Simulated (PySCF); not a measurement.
**Titanium: a sound run and one with changed settings**

Sound run: Ti²⁺ [Ar] 3d2, Ti³⁺ [Ar] 3d1. Calculation: PySCF 2.14, in def2-SVP; the non-relativistic Hamiltonian (point nucleus). The sound run starts from symmetry-adapted Hartree-Fock orbitals and uses a fine grid where one is needed.

A second run was set up differently.

| species | method | sound run (hartree) | changed run (hartree) | converged |
| --- | --- | --- | --- | --- |
| Ti²⁺ | UHF | -847.61384 | -847.40476 | no |
| Ti²⁺ | BP86 | -848.56940 | -848.52011 | no |
| Ti²⁺ | M06-L | -848.46105 | -848.41508 | no |
| Ti³⁺ | UHF | -846.61492 | -846.61492 | yes |
| Ti³⁺ | BP86 | -847.51500 | -847.51500 | yes |
| Ti³⁺ | M06-L | -847.42844 | -847.42844 | yes |

Task: What was changed?
A. level shift left on
B. angular grid far too coarse
C. radial grid too coarse
D. a valence shell is frozen

Result: A. It used initial guess atom, at most 50 SCF cycles, level shift 2.0 hartree. A level shift slows the SCF but leaves a converged energy unchanged.
